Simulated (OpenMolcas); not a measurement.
## 3d7 along the 25-electron sequence

```json
{
  "Program": "OpenMolcas 26.06",
  "Method": "SS-CASPT2, IPEA 0.25 Eh, imaginary shift 0.1 Eh",
  "Basis": "ANO-R3",
  "Scalar Hamiltonian": "X2C, finite nucleus",
  "Spin-orbit coupling": "state interaction with AMFI integrals over the reference wave functions, term energies averaged over their components"
}
```

Active space for each ion: 7 electrons in 5 orbitals (3d); closed shells correlated by CASPT2: 3s 3p.

Computed levels in cm-1 above 4F 9/2:

```csv
Level,Co2+,Ni3+,Cu4+
4F 7/2,836,1165,1567
4F 5/2,1447,2010,2690
4F 3/2,1865,2580,3440
4P 5/2,15760,18330,20910
4P 3/2,16050,18700,21350
2G 9/2,16390,19290,22140
4P 1/2,16440,19260,22140
2G 7/2,17180,20410,23660
2P 3/2,21470,25160,28830
weight of 4F in the lowest level (%),100,100,100
```

Mixed levels, with the weight of the term that names them: Ni3+ 2P 3/2 (73 %), Cu4+ 2P 3/2 (69 %).

Measured, with the error of the calculation in %. Measured levels: Co2+ from Sugar and Corliss, J. Phys. Chem. Ref. Data 10, 1097 (1981); Ni3+ from Corliss and Sugar, J. Phys. Chem. Ref. Data 10, 197 (1981); Cu4+ from Sugar and Musgrove, J. Phys. Chem. Ref. Data 19, 527 (1990).

| Level | Co2+ | Ni3+ | Cu4+ |
| --- | --- | --- | --- |
| 4F 7/2 | 841 (-0.7) | 1190 (-2.1) | 1616 (-3.0) |
| 4F 5/2 | 1451 (-0.3) | 2042 (-1.8) | 2759 (-2.7) |
| 4F 3/2 | 1867 (-0.1) | 2621 (-1.6) | 3528 (-2.5) |
| 4P 5/2 | 15202 (+3.7) | 18119 (+1.2) | 20827 (+0.4) |
| 4P 3/2 | 15428 (+4.0) | 18367 (+1.8) | 21066 (+1.3) |
| 2G 9/2 | 16978 (-3.5) | 19830 (-2.7) | 22575 (-1.9) |
| 4P 1/2 | 15811 (+4.0) | 18958 (+1.6) | 21935 (+0.9) |
| 2G 7/2 | 17766 (-3.3) | 20948 (-2.6) | 24100 (-1.8) |
| 2P 3/2 | 20195 (+6.3) | 23649 (+6.4) | 27016 (+6.7) |

The fine-structure level 4F 3/2 changes by a factor of 1.84 from Co2+ to Cu4+. Its fourth root runs 6.57, 7.13, 7.66, with steps per unit of Z of 0.56, 0.53; equal steps would mean a (Z - σ)^4 law with constant σ.

4P 5/2 changes by a factor of 1.33 over the same range, with steps per unit of Z of +2570, +2580 cm-1.

CASPT2 does not keep the components of a term degenerate, so their means are used; among the terms shown or strongly mixed into the levels shown the widest spread is 880 cm-1 (3d7 4F, Ni3+). Computed and measured levels are paired by configuration, term and J; levels that our copy of the source lacks, or whose pairing is in doubt (as where it misses far off the trend of its configuration), stay unpaired and out of the deviations. Levels of configurations outside the active space are missing.
